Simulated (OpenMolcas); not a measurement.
Cu2+ in a point-charge field

Cu2+ among 6 point charges of -2.2 e arranged as a trigonal prism (D3h), 1.7 Å from the ion, with a polar angle of 57.4° against the regular 49.1°. The active orbitals were held to one l.

```json
{
  "Program": "OpenMolcas 26.06",
  "Method": "CASSCF",
  "Basis": "ANO-RCC-VTZP [6s5p3d2f1g]",
  "Scalar Hamiltonian": "DKH2, point nucleus",
  "Active space": "9 electrons in 5 orbitals (3d)",
  "State averaging": "2S+1 = 2 even, 5 roots",
  "Spin-orbit coupling": "state interaction with AMFI integrals over the reference wave functions"
}
```

The lowest spin-free states (labels of D3, the rotations of D3h), above the lowest:

```tsv
State	Degeneracy	E (cm-1)	Free-ion L (%)
2E	2	0.0	D (100)
2E	2	1099	D (100)
2A1	1	6752	D (100)
```

The lowest levels with spin-orbit coupling:

| E (cm-1) | Degeneracy | Label | 2S+1 | g |
| --- | --- | --- | --- | --- |
| 0.0 | 2 | E1/2 | 2 | 0.00 0.00 6.00 |
| 749.3 | 2 | E3/2 | 2 | 0.00 0.00 3.08 |
| 2156 | 2 | E1/2 | 2 | 0.06 0.93 0.93 |
| 2409 | 2 | E3/2 | 2 | 0.00 0.00 2.92 |
| 7758 | 2 | E1/2 | 2 | 1.07 1.07 1.94 |

Powder χT (cm3 K/mol): 1.13 at 2 K, 1.14 at 10 K, 1.17 at 50 K, 1.22 at 100 K, 1.31 at 200 K, 1.37 at 300 K. The effective moment at 300 K is 2.828 √(χT) = 3.31 μB.

The lowest level has 2S+1 = 2, for which the spin-only value is χT = S(S+1) / 2 = 0.375 cm3 K/mol (g = 2). The computed 1.373 at 300 K differs by +0.998, through orbital momentum, spin-orbit coupling and any other state in reach.

An orbital doublet at a regular site is open to a Jahn-Teller distortion, which this geometry leaves out. This is an electrostatic model: the charges have no orbitals. No measured value stands beside these numbers.
